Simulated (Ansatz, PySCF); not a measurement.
Species: C$_{4}$H$_{5}$N, net charge 0, singlet state. SMILES: C/C=C\C#N
Geometry: optimised at B3LYP-D3(BJ)/def2-TZVP (Ansatz, a program for electronic structure).

Harmonic wavenumbers (cm⁻¹) at B3LYP/6-31G* (Ansatz, at its own minimum) and at B3LYP-D3(BJ)/def2-TZVP (PySCF, at the structure above). 6-31G* holds six Cartesian d functions. Modes are numbered in rising order, 24 in all, and paired by that order; shown are modes over 250 cm⁻¹ that lie over 6 % from every other mode at both levels, one of each degenerate set, at most eight drawn at random. The second level is harmonic too, so this factor is not the one that brings values to measured fundamentals.

| mode | B3LYP/6-31G* (x) | B3LYP-D3(BJ)/def2-TZVP (y) |
|---|---|---|
| 3 | 292 | 291 |
| 5 | 535 | 534 |
| 7 | 757 | 753 |
| 8 | 909 | 907 |
| 13 | 1274 | 1264 |
| 18 | 1705 | 1688 |
| 19 | 2342 | 2330 |

**Question.** Fit one scale factor, y = λ·x, by least squares, and use it for mode 6, which lies at 669 cm⁻¹ at B3LYP/6-31G*.

**Answer.** λ = Σxy/Σx² = 11710382/11785884 = 0.9936; the rows scatter about it by 3 cm⁻¹ (root mean square). Prediction for mode 6: 665 cm⁻¹. The wavenumber at B3LYP-D3(BJ)/def2-TZVP is 674 cm⁻¹, so the fit misses by -9 cm⁻¹, against -5 cm⁻¹ without it. The fit is meant for this molecule alone.
